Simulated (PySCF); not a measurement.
C4H8BrF (SMILES CCC[C@@H](F)Br), singlet, at a GFN2-xTB geometry; DF-PBE/6-311G** in PySCF.

Input for PySCF:
```python
from pyscf import gto, scf, dft

mol = gto.Mole()
mol.atom = '''
    C    -3.64897201   -0.43995693    0.10813158
    C    -2.25684677   -1.05718248    0.07629577
    C    -1.17450278    0.02366427    0.07882385
    C     0.20790962   -0.59224435    0.04013324
    F     0.42059270   -1.24859766   -1.12526736
    Br    1.59655002    0.79602631    0.19403035
    H    -3.80658773    0.19412527   -0.76107137
    H    -3.77913299    0.16469594    1.00284036
    H    -4.40662175   -1.21905358    0.10630703
    H    -2.14895797   -1.67238138   -0.81922203
    H    -2.12419361   -1.70482152    0.94638839
    H    -1.25773565    0.63774765    0.97765236
    H    -1.29605721    0.67167450   -0.79246657
    H     0.38917358   -1.30121156    0.85560886
'''
mol.basis = '6-311g**'
mol.verbose = 4
mol.max_memory = 1800
mol.build()

mf = dft.RKS(mol)
mf.xc = 'pbe'
mf = mf.density_fit(auxbasis='def2-universal-jkfit')
mf.kernel()
```

It wrote (shortened):

```
PySCF version 2.14.0

[INPUT] verbose = 4
[INPUT] num. atoms = 14
[INPUT] num. electrons = 76
[INPUT] charge = 0
[INPUT] spin (= nelec alpha-beta = 2S) = 0
[INPUT] symmetry False subgroup None
[INPUT] Mole.unit = angstrom
[INPUT] Symbol           X                Y                Z      unit          X                Y                Z       unit  Magmom
[INPUT]  1 C     -3.648972010000  -0.439956930000   0.108131580000 AA   -6.895557735104  -0.831398104304   0.204339071616 Bohr   0.0
[INPUT]  2 C     -2.256846770000  -1.057182480000   0.076295770000 AA   -4.264822300409  -1.997785350888   0.144178109763 Bohr   0.0
[INPUT]  3 C     -1.174502780000   0.023664270000   0.078823850000 AA   -2.219488586740   0.044718989238   0.148955488584 Bohr   0.0
[INPUT]  4 C      0.207909620000  -0.592244350000   0.040133240000 AA    0.392892240462  -1.119179620321   0.075840832091 Bohr   0.0
[INPUT]  5 F      0.420592700000  -1.248597660000  -1.125267360000 AA    0.794805012991  -2.359507617173  -2.126447127312 Bohr   0.0
[INPUT]  6 Br     1.596550020000   0.796026310000   0.194030350000 AA    3.017042281969   1.504271713848   0.366664221354 Bohr   0.0
[INPUT]  7 H     -3.806587730000   0.194125270000  -0.761071370000 AA   -7.193408278830   0.366843594157  -1.438216450548 Bohr   0.0
[INPUT]  8 H     -3.779132990000   0.164695940000   1.002840360000 AA   -7.141526339409   0.311230220428   1.895093627060 Bohr   0.0
[INPUT]  9 H     -4.406621750000  -1.219053580000   0.106307030000 AA   -8.327308242052  -2.303677397371   0.200891171816 Bohr   0.0
[INPUT] 10 H     -2.148957970000  -1.672381380000  -0.819222030000 AA   -4.060942016501  -3.160342784022  -1.548105271910 Bohr   0.0
[INPUT] 11 H     -2.124193610000  -1.704821520000   0.946388390000 AA   -4.014144158451  -3.221645764065   1.788414864568 Bohr   0.0
[INPUT] 12 H     -1.257735650000   0.637747650000   0.977652360000 AA   -2.376775915602   1.205168395085   1.847495205435 Bohr   0.0
[INPUT] 13 H     -1.296057210000   0.671674500000  -0.792466570000 AA   -2.449193168668   1.269280849854  -1.497544780173 Bohr   0.0
[INPUT] 14 H      0.389173580000  -1.301211560000   0.855608860000 AA    0.735431481117  -2.458933478518   1.616866415151 Bohr   0.0

nuclear repulsion = 418.30314928869
number of shells = 90
number of NR pGTOs = 303
number of NR cGTOs = 182
basis = 6-311g**
ecp = {}

******** <class 'pyscf.df.df_jk.DFRKS'> ********
method = DFRKS
initial guess = minao
damping factor = 0
level_shift factor = 0
DIIS = <class 'pyscf.scf.diis.CDIIS'>
diis_start_cycle = 1
diis_space = 8
diis_damp = 0
SCF conv_tol = 1e-09
SCF conv_tol_grad = None
SCF max_cycles = 50
direct_scf = False
XC library pyscf.dft.libxc version 7.1.2
    S. Lehtola, C. Steigemann, M. J. T. Oliveira, and M. A. L. Marques,  SoftwareX 7, 1–5 (2018)
XC functionals = pbe
    J. P. Perdew, K. Burke, and M. Ernzerhof,  Phys. Rev. Lett. 77, 3865 (1996)
    J. P. Perdew, K. Burke, and M. Ernzerhof,  Phys. Rev. Lett. 78, 1396 (1997)
    J. P. Perdew, K. Burke, and M. Ernzerhof,  Phys. Rev. Lett. 77, 3865 (1996)
    J. P. Perdew, K. Burke, and M. Ernzerhof,  Phys. Rev. Lett. 78, 1396 (1997)
radial grids:
    Treutler-Ahlrichs [JCP 102, 346 (1995); DOI:10.1063/1.469408] (M4) radial grids

becke partition: Becke, JCP 88, 2547 (1988); DOI:10.1063/1.454033
pruning grids: <function nwchem_prune>
grids dens level: 3
symmetrized grids: False
atomic radii adjust function: <function treutler_atomic_radii_adjust>
small_rho_cutoff = 0
Set gradient conv threshold to 3.16228e-05
Initial guess from minao.
tot grids = 169624
init E= -2827.29299234
  HOMO = -0.283045719464604  LUMO = -0.0616945682149173  gap/eV = 6.02327
cycle= 1 E= -2830.44905707492  delta_E= -3.16  |g|= 2.26  |ddm|= 2.91
  HOMO = -0.214978489256805  LUMO = -0.056040920102405  gap/eV = 4.32491
cycle= 2 E= -2830.24137673454  delta_E= 0.208  |g|= 1.52  |ddm|= 1.39
  HOMO = -0.209656271995977  LUMO = -0.0135989362508775  gap/eV = 5.33499
cycle= 3 E= -2830.3936430834  delta_E= -0.152  |g|= 1.03  |ddm|= 1.53
  HOMO = -0.250235169438441  LUMO = -0.0476907108657687  gap/eV = 5.51152
cycle= 4 E= -2830.57079962501  delta_E= -0.177  |g|= 0.193  |ddm|= 0.703
  HOMO = -0.247014377987406  LUMO = -0.0433831777849134  gap/eV = 5.54109
cycle= 5 E= -2830.57428932876  delta_E= -0.00349  |g|= 0.0642  |ddm|= 0.138
  HOMO = -0.244506445937908  LUMO = -0.0426515419795777  gap/eV = 5.49275
cycle= 6 E= -2830.57502720926  delta_E= -0.000738  |g|= 0.0185  |ddm|= 0.0637
  HOMO = -0.245091030640713  LUMO = -0.0423275068115403  gap/eV = 5.51748
cycle= 7 E= -2830.57510597999  delta_E= -7.88e-05  |g|= 0.00565  |ddm|= 0.0214
  HOMO = -0.245165315039988  LUMO = -0.0427311744227499  gap/eV = 5.50851
cycle= 8 E= -2830.57511366129  delta_E= -7.68e-06  |g|= 0.00159  |ddm|= 0.00626
  HOMO = -0.245248464943861  LUMO = -0.0427122089425556  gap/eV = 5.51129
cycle= 9 E= -2830.5751140984  delta_E= -4.37e-07  |g|= 0.000525  |ddm|= 0.00152
  HOMO = -0.245201443979062  LUMO = -0.0426987156959702  gap/eV = 5.51038
cycle= 10 E= -2830.57511416144  delta_E= -6.3e-08  |g|= 9.08e-05  |ddm|= 0.000642
  HOMO = -0.245197629129654  LUMO = -0.042692436744493  gap/eV = 5.51045
cycle= 11 E= -2830.57511416329  delta_E= -1.86e-09  |g|= 2.91e-05  |ddm|= 8.91e-05
  HOMO = -0.245202577916914  LUMO = -0.0426962630813683  gap/eV = 5.51048
cycle= 12 E= -2830.57511416345  delta_E= -1.56e-10  |g|= 8.35e-06  |ddm|= 3.72e-05
  HOMO = -0.245200377344022  LUMO = -0.0426949017514375  gap/eV = 5.51045
Extra cycle  E= -2830.57511416346  delta_E= -7.28e-12  |g|= 1.19e-05  |ddm|= 1.85e-05
converged SCF energy = -2830.57511416346
```
